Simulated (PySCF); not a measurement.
# Gas-phase XPS of `C=CS[SiH3]`, computed

Compound: C2H6SSi.
Numbering: `[CH2:1]=[CH:2][S:3][SiH3:4]`

Level of theory: delta-SCF UKS SCAN, pcX-2 on the ionised atom, pcseg-1 elsewhere, spin-free X2C in PySCF. Binding energies are ΔSCF values: E(core-ionised, relaxed orbitals) − E(ground state) at a fixed geometry, referred to the vacuum level.

Q: List the computed XPS lines with their assignment.

A: 
| atom(s) | bonded to | level | binding energy (eV) | 2p1/2 (eV) | above the level's lowest (eV) | count |
| --- | --- | --- | --- | --- | --- | --- |
| Si4 | S and 3 H | Si 2p3/2 | 107.34 | 107.96 | 0.00 | 1 |
| C1 | C (double bond) and 2 H | C 1s | 290.15 | – | 0.00 | 1 |
| C2 | S, C (double bond) and H | C 1s | 291.28 | – | +1.13 | 1 |
| Si4 | S and 3 H | Si 1s | 1847.14 | – | 0.00 | 1 |
| S3 | C and Si | S 1s | 2477.04 | – | 0.00 | 1 |

The listed C 1s values span 1.13 eV, from C1 (bonded to C (double bond) and 2 H) to C2 (bonded to S, C (double bond) and H). Summing the Pauling electronegativity differences to the bonded atoms, each weighted by its formal bond order, gives -0.70 for the lowest site and -0.32 for the highest.

Q: Which photon energy gives electrons from C 1s of C2 a kinetic energy of 100 eV, and what is their de Broglie wavelength?

A: hν = 291.28 + 100 = 391.28 eV, recoil neglected; λ = 12.264 Å/√(E/eV) = 1.23 Å.

Q: What is the longest wavelength that can ionise C 1s of C2 vertically?

A: λ = hc/E = 12398.42 eV Å / 291.28 eV = 42.565 Å.

Not every level is listed. The unrestricted hole states depart most from a pure doublet (⟨S²⟩ = 0.75; over 0.85 named) for C 1s of C2 (0.86), which makes this value less certain. The 2p values aren't plain energy differences: one relaxed spin-free 2p hole is combined with a matrix within the shell (ground-state 2p orbital-energy differences and spin–orbit coupling). 2p3/2, the mean of its two sublevels, lies a third of the splitting below the shell's mean and 2p1/2 two thirds above it; the statistical areas are 2:1. 2p1/2 minus 2p3/2 (ligand field included): Si 0.62 eV. The structure is a single PBE0-D3(BJ)/def2-SVP conformer in the gas phase; no vibrational or solvent corrections.

On Arm Neoverse N1, one thread, shared host, this took 36 s.

The values belong to the conformer `[CH2:1]=[CH:2][S:3][SiH3:4]`: C1–C2–S3–Si4 0°.
